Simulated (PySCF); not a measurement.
Li⁻ (lithium, charge -1) across methods

[He] 2s2, closed-shell 1S. Computed with PySCF 2.14 in aug-cc-pCVTZ-DK (7s6p4d2f, 59 functions), with the spin-free X2C one-electron Hamiltonian (Gaussian nucleus).

```csv
method,E (hartree),mean ε 1s (eV),mean ε 2s (eV),Σ⟨r²⟩ (bohr²),⟨S²⟩
LDA,-7.3661,-46.309,0.820,81.96,0.000
r2SCAN,-7.4968,-48.725,0.815,80.47,0.000
PBE,-7.4815,-46.974,0.880,78.73,0.000
PBEsol,-7.4162,-46.565,0.878,80.15,0.000
M06-2X,-7.5017,-55.065,0.169,79.97,0.000
UHF,-7.42882,-63.196,-0.389,85.99,0.000
PBE0,-7.4859,-51.083,0.471,76.30,0.000
BP86,-7.5048,-47.172,0.782,79.83,0.000
HSE06,-7.4875,-50.691,0.784,77.02,0.000
```

The highest occupied level is positive at LDA, r2SCAN, PBE, PBEsol, M06-2X, PBE0, BP86, HSE06: only the finite basis holds that electron, which in a density functional comes from self-interaction.
